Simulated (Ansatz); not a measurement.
K3Na3. Charge 0, multiplicity 1. Geometry r2SCAN/def2-SVP; atoms count from 1.

Cartesian coordinates in Å:
```
Na 0.319 2.161 -0.067
Na -2.312 2.546 2.206
Na -1.576 -0.758 1.318
K 1.446 -1.578 -1.356
K 3.307 2.274 -2.673
K -1.184 -4.644 0.572
```

The restricted singlet is unstable towards broken spin symmetry in Hartree–Fock (as tested in another run); at PBE0/def2-TZVP this wasn't settled. Another isomer (singlet) lies 0.10 eV lower at PBE0/def2-TZVP; other spin states weren't run for this one.

Estimate the Mulliken populations from the PBE0/def2-TZVP orbitals of Ansatz.


```
atom  charge (e)
 Na1        0.10
 Na2       -0.19
 Na3        0.10
  K4        0.03
  K5       -0.02
  K6       -0.02
```
Mulliken values and Mayer orders depend strongly on the basis.

And the Mayer bond orders between bonded heavy atoms (over 0.3)?

Na1–Na2 0.42 (3.50 Å); Na1–K5 0.42 (3.97 Å); Na2–Na3 0.42 (3.50 Å); Na3–K6 0.42 (3.98 Å); K4–K5 0.42 (4.48 Å); K4–K6 0.42 (4.48 Å).
